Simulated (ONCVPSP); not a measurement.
**Before and after: ONCV potential for Mo**

Mo, optimised norm-conserving Vanderbilt (ONCV), made with ONCVPSP 4.0.1 (LDA (Perdew-Wang 92), scalar-relativistic). Core [Ar] 3d10, reference 4s2 4p6 4d4 5s2. Waves: 4s+5s: rc 1.75 bohr, ncon 5, nbas 10, qcut 7.5 1/bohr, 2 projectors; 4p: rc 2.05 bohr, ncon 4, nbas 7, qcut 7.4 1/bohr, 2 projectors, debl 3.6 Ha; 4d: rc 1.85 bohr, ncon 4, nbas 9, qcut 10.2 1/bohr, 2 projectors, debl 2.5 Ha. Local part: polynomial inside 1.70 bohr (lpopt 5, dvloc0 6 Ha). Core correction: Teter function fitted to the true core (icmod 2), fcfact 0.5.

All-electron outer shells of the reference configuration (LDA (PZ), scalar-relativistic, ld1.x):

| shell | level (eV) | outermost node (bohr) | outermost maximum (bohr) |
| --- | --- | --- | --- |
| 3d | -224.24 | – | 0.32 |
| 4s | -67.11 | 0.51 | 0.99 |
| 4p | -41.15 | 0.52 | 1.06 |
| 4d | -5.80 | 0.53 | 1.37 |
| 5s | -5.08 | 1.33 | 2.82 |

Change: p: rc 2.86. In the p channel the program set the typed energies aside and used -1.512, 0.050 Ha.

Cutoffs: the cutoffs (Ha) at which the residual kinetic energy of the hardest occupied pseudo-wave falls to 1 and 0.1 mHa per electron; they do not see the model core or the augmentation charge, which bear on the density cutoff. Errors are all-electron minus pseudo energies relative to the spin-unpolarised reference configuration.

**Question.** Predict the effect on cutoff, ghosts and configuration errors.

**Answer.** The potential gets neither clearly harder nor softer (23 Ha and 29 Ha → 23 Ha and 29 Ha); the d channel sets the loose cutoff, while the largest relative change is in p, which becomes softer; of the 4 tests that both files solve, the error grows in 3 and shrinks in 0 by more than 15 % and 0.3 meV (median size 3.7 → 5.4 meV); neither file shows a bound ghost. More of the atom is replaced by a form fitted at one configuration, so other configurations suffer.

| quantity | base | changed |
| --- | --- | --- |
| cutoff, loose | 23 Ha | 23 Ha |
| cutoff, tight | 29 Ha | 29 Ha |
| loose cutoff by channel | s 21 Ha, p 13 Ha, d 23 Ha | s 21 Ha, p 11 Ha, d 23 Ha |
| bound ghosts | none | none |
| GHOST(+) flags under 300 eV | none | none |
| error for 4s2 4p6 4d5 5s1, meV [ΔE -0.14 eV] | -2.5 | -3.0 |
| error for 4s2 4p6 4d5 5s0, meV [ΔE 7.03 eV] | -5.1 | -6.0 |
| error for 4s2 4p6 4d4 5s0, meV [ΔE 22.73 eV] | -4.9 | -5.3 |
| error for 4s2 4p6 4d3 5s0, meV [ΔE 49.70 eV] | -2.4 | -5.4 |
| s: phases at 1.77 bohr within 0.05 rad from the reference energy up to (Ha; the scan ends near 5) | to the end of the scan | to the end of the scan |
| d: phases at 1.88 bohr within 0.05 rad from the reference energy up to (Ha; the scan ends near 5) | to the end of the scan | to the end of the scan |
| rms error of d²Exc/dni dnj with the model core, mHa | 0.30 | 0.32 |
